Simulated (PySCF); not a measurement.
From one molecule to another.

First species: C₈H₁₆Si.
InChI=1S/C8H16Si/c1-2-6-9(5-1)7-3-4-8-9/h1-8H2

Second species: C₈H₁₆Si.
SMILES: `C=C(C)/C=C(\[SiH3])C(C)C`

Levels: PBE0/pcSseg-1 for HOMO energy, LUMO energy and HOMO–LUMO gap. Geometries: GFN2-xTB. Each species is one conformer at its optimised geometry, gas phase, non-relativistic unless stated. Electronic properties by PySCF.

The conformers computed, where there is a choice (atom-mapped SMILES and torsion angles):
- `[CH2:1]=[C:2]([CH3:3])/[CH:4]=[C:5](\[SiH3:6])[CH:7]([CH3:8])[CH3:9]`: C1–C2–C4–C5 172°, C4–C5–C7–C8 -98°

The conformers of `C1CC[Si]2(C1)CCCC2` aren't listed.

Values for the first species:

| Property | Result |
| --- | --- |
| HOMO energy | -7.73 eV |
| LUMO energy | 1.35 eV |
| HOMO–LUMO gap | 9.08 eV |

Estimate the same properties for the second species, and the change in each.

| property | first | second | second less first |
| --- | --- | --- | --- |
| HOMO energy | -7.73 eV | -6.49 eV | +1.24 eV |
| LUMO energy | 1.35 eV | -0.94 eV | -2.29 eV |
| HOMO–LUMO gap | 9.08 eV | 5.55 eV | -3.53 eV |

